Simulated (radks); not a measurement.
Trend from Rb to Xe: ionisation energy by Delta-SCF between NIST ground configurations, and size. Method: scalar-relativistic Kohn-Sham, PBE, spin-polarised, spherical densities, finite nucleus; open shells are filled with parallel spins first (spin-orbit coupling, left out, can overturn this in heavy ions); Fermi nuclear charge, rms radius of each element as measured or else 0.836 A^(1/3) + 0.57 fm; computed with a radial shooting solver on a logarithmic mesh with Libxc functionals.

| species | configuration | IE (eV) | NIST (eV) | kind |
|---|---|---|---|---|
| Rb | [Kr] 5s1 | 4.290 | 4.177 | exp. |
| Sr | [Kr] 5s2 | 5.699 | 5.695 | exp. |
| Zr | [Kr] 4d2 5s2 | 6.438 | 6.634 | exp. |
| Nb | [Kr] 4d4 5s1 | 7.163 | 6.759 | exp. |
| Mo | [Kr] 4d5 5s1 | 7.457 | 7.092 | exp. |
| Tc | [Kr] 4d5 5s2 | 6.866 | 7.119 | exp. |
| Ru | [Kr] 4d7 5s1 | 7.778 | 7.361 | exp. |
| Rh | [Kr] 4d8 5s1 | 7.852 | 7.459 | exp. |
| Pd | [Kr] 4d10 | 8.949 | 8.337 | exp. |
| Ag | [Kr] 4d10 5s1 | 7.946 | 7.576 | exp. |
| Cd | [Kr] 4d10 5s2 | 9.045 | 8.994 | exp. |
| In | [Kr] 4d10 5s2 5p1 | 5.523 | 5.786 | exp. |
| Sn | [Kr] 4d10 5s2 5p2 | 7.309 | 7.344 | exp. |
| Sb | [Kr] 4d10 5s2 5p3 | 8.968 | 8.608 | exp. |
| Te | [Kr] 4d10 5s2 5p4 | 8.646 | 9.010 | exp. |
| I | [Kr] 4d10 5s2 5p5 | 10.553 | 10.451 | exp. |
| Xe | [Xe] | 12.359 | 12.130 | exp. |

Reference values: NIST Atomic Spectra Database (exp. = measured, semi-emp. = semi-empirical, theory = theoretical value adopted there). Open shells are spherical and high-spin; term and fine-structure splittings are not resolved. Spin-orbit splitting is averaged out at the scalar-relativistic level.
